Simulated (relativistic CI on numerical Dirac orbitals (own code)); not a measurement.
Calculated levels, Tm⁵²⁺

These numbers are calculated, not measured: Dirac-Coulomb-Breit CI, orbitals from a KLI potential per configuration, model QED (radiative potential, 1s self-energy scaled to tabulated hydrogen-like ionisation energies), unscaled Slater integrals (own radial code, finite nucleus).

Configurations in the expansion (outside the closed core [Ne]): 3s2.3p5, 3s.3p6, 3s2.3p4.3d, 3s.3p5.3d, 3p6.3d, 3s.3p4.3d2, 3s2.3p3.3d.4p, 3p6.4s, 3s.3p4.3d.4s, 3s2.3p4.4s, 3p6.4p, 3s2.3p4.4p, 3s2.3p3.3d2, 3s2.3p2.3d3, 3s.3p3.3d3, 3s2.3p2.3d2.4s, 3s2.3p2.3d2.4p. Double excitations out of closed p, d and f shells are left out; levels of such configurations are missing from the list, as are those of other unlisted configurations, and high levels can miss mixing partners.

The lowest level is 3s2.3p5 2P°_3/2, with 99 % of that term; Hund's rules for 3s2.3p5 give 2P° with J = 3/2, in agreement.

| No. | Configuration | Term | J | E (eV) | % | Landé g |
| --- | --- | --- | --- | --- | --- | --- |
| 1 | 3s2.3p5 | 2P° | 3/2 | 0.000 | 99 | 1.323 |
| 2 | 3p4(3P).3d | 4D | 3/2 | 215.430 | 36 | 1.164 |
| 3 | 3p4(3P).3d | 4D | 5/2 | 220.738 | 40 | 1.188 |
| 4 | 3p4(3P).3d | 4P | 1/2 | 221.562 | 49 | 1.684 |
| 5 | 3p4(3P).3d | 2F | 7/2 | 224.829 | 34 | 1.110 |
| 6 | 3p4(1S).3d | 2D | 3/2 | 242.078 | 61 | 0.851 |
| 7 | 3s2.3p5 | 2P° | 1/2 | 248.578 | 98 | 0.651 |
| 8 | 3p4(1D).3d | 2F | 7/2 | 273.929 | 47 | 1.247 |
| 9 | 3p4(3P).3d | 4F | 9/2 | 276.245 | 68 | 1.253 |
| 10 | 3p4(3P).3d | 2P | 1/2 | 281.067 | 55 | 1.214 |
| 11 | 3p4(1S).3d | 2D | 5/2 | 302.593 | 54 | 1.209 |
| 12 | 3p4(3P).3d | 2P | 3/2 | 308.533 | 37 | 1.181 |
| 13 | 3p4(3P).3d | 2D | 5/2 | 312.297 | 52 | 1.164 |
| 14 | 3s.3p6 | 2S | 1/2 | 422.837 | 72 | 1.978 |
| 15 | 3p3(2P°).3d2(3F) | 4F° | 3/2 | 444.646 | 29 | 0.872 |
| 16 | 3p3(2P°).3d2(3F) | 4F° | 5/2 | 449.869 | 25 | 0.983 |
| 17 | 3p3(2P°).3d2(3F) | 4D° | 1/2 | 450.235 | 46 | 0.160 |
| 18 | 3p3(2P°).3d2(3F) | 2G° | 7/2 | 452.315 | 22 | 1.053 |
| 19 | 3p4(3P).3d | 4D | 1/2 | 453.261 | 79 | 0.227 |
| 20 | 3p4(3P).3d | 4D | 3/2 | 463.223 | 33 | 0.947 |
| 21 | 3p4(3P).3d | 4F | 5/2 | 471.260 | 48 | 0.985 |
| 22 | 3p3(2P°).3d2(1S) | 2P° | 3/2 | 472.484 | 18 | 1.430 |
| 23 | 3p4(1D).3d | 2G | 7/2 | 472.643 | 59 | 0.997 |
| 24 | 3p3(2P°).3d2(3F) | 4G° | 9/2 | 501.282 | 32 | 1.189 |
| 25 | 3p4(3P).3d | 2D | 5/2 | 502.235 | 51 | 1.125 |
| 26 | 3p4(1D).3d | 2P | 3/2 | 503.986 | 47 | 1.239 |
| 27 | 3s2.3p3.3d2 | 2F° | 7/2 | 504.946 | 23 | 1.198 |
| 28 | 3p4(1D).3d | 2P | 1/2 | 509.458 | 30 | 1.733 |
| 29 | 3p3(2P°).3d2(3F) | 4D° | 3/2 | 512.223 | 32 | 1.157 |
| 30 | 3p3(2D°).3d2(3P) | 4P° | 1/2 | 512.577 | 47 | 1.772 |

Energies count from the lowest computed level; ° marks odd parity. Percentages are summed over parent terms; the parents shown are those of the largest component, closed shells are left out there.

The mean weight of the leading LS term, summed over parents, in these 30 levels is 48 %, and that of the leading jj configuration (from the same eigenvectors) 95 %, so jj coupling describes them better and the LS labels are nominal.

At this charge energies of transitions that change n are usually good to better than 1 %, and those within a shell (Δn = 0) to a few per cent.

LS names give the leading component of a level, which can be under half, so a name can repeat, a term be missing and a line seem to break the LS rules.
